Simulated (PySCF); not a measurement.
C3H6FNSi, SMILES F/C=C1/CN[SiH2]1. Geometry: r2SCAN-D4/def2-SVP. The structure was generated by enumeration; whether it is a known compound was not checked.

Computed equilibrium geometry at r2SCAN-D4/def2-SVP (PySCF confirms it by a frequency run) as bond lengths and angles, and its point group:
point group Cs.
Atoms: F1 C2 C3 C4 N5 Si6 H7 H8 H9 H10 H11 H12. Bonded distances (Å): F1–C2 1.342, C2–C3 1.328, C2–H7 1.098, C3–C4 1.530, C3–Si6 1.873, C4–N5 1.469, C4–H8 1.110, C4–H9 1.110, N5–Si6 1.737, N5–H10 1.011, Si6–H11 1.499, Si6–H12 1.499. Bond angles (°): F1–C2–C3 121.9, F1–C2–H7 111.6, C3–C2–H7 126.5, C2–C3–C4 129.5, C2–C3–Si6 140.8, C4–C3–Si6 89.7, C3–C4–N5 96.5, C3–C4–H8 112.7, C3–C4–H9 112.7, N5–C4–H8 113.7, N5–C4–H9 113.7, H8–C4–H9 107.5, C4–N5–Si6 97.3, C4–N5–H10 122.2, Si6–N5–H10 140.6, C3–Si6–N5 76.5, C3–Si6–H11 118.2, C3–Si6–H12 118.2, N5–Si6–H11 117.9, N5–Si6–H12 117.9, H11–Si6–H12 106.4.
Charge 0, spin multiplicity 1.
